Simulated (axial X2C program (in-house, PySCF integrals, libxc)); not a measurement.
**NaAs⁻: from the spin-free to the two-component result**

Calculated with an axial X2C code built on PySCF integrals. Spin-free means the one-electron spin-free X2C Hamiltonian; two-component (2c) means X2C with spin–orbit coupling and atomic mean-field two-electron Coulomb and Gaunt terms, so the difference of the two also holds small scalar two-electron terms. Basis: As dyall-acv3z [10s10p7d5f1g], Na dyall-av3z [10s9p5d2f] (cores contracted in-house); Gaussian nuclei, density fitting, unrestricted open shells. Masses: As 74.922 u, Na 22.990 u.

Spin-free state: M_S = 3/2, Λ = 0 (beyond evenly filled blocks: σα, π+α, π-α); fragments As + Na- for HF; As- + Na for MP2.

```tsv
level	Re (Å)	ωe (cm⁻¹)	De (eV)	μ (D)
HF	2.935	176.1	n/a	-7.99
MP2	2.898	177.8	1.121	n/a
```

Correlated methods: 15 electrons correlated (number of frozen shells: As 3 s, 2 p, 1 d; Na 1 s), 303 virtual spin orbitals or spinors in MP2.

Dipoles are positive if Na is the positive end and refer to the centre of mass.

Two-component determinant lowest at the distance of the search:

Ω = 3/2 (⟨Sz⟩ = 1.48, ⟨Lz⟩ = 0.02 at HF); fragments As + Na- for HF; As- + Na for MP2.

```tsv
level	Re (Å)	ωe (cm⁻¹)	De (eV)	μ (D)
HF	2.934	175.7	n/a	-7.91
MP2	2.898	177.7	1.071	n/a
```

Question: From the two tables, how do the constants change at the MP2 level (2c against spin-free)?

Answer: At the MP2 level Re is unchanged within 0.001 Å and ωe doesn't move by more than 0.2 cm⁻¹; De changes by -0.050 eV.

De is counted from the lowest determinant-based energies of the atoms at the same level, without counterpoise correction. De is not given where an atomic determinant may have missed its ground term or J level, or where the truncated virtual space spoils (T). The state is one determinant with fixed occupations, lowest in a PBE0 search at one distance only: followed along the bond, the 2c determinant Ω = 1/2 reaches 0.05 eV lower at PBE0, at Re = 2.883 Å, so the state shown is not the lowest. With several unpaired electrons one determinant need not be a pure state. A state of lower Ω lies just above, and one determinant can place such states too high, so the state shown need not be the lowest. The search has Ω = 1/2 only 0.04 eV up. This is the top spin component of a Σ state; components of lower Ω are not single determinants and can lie lower.
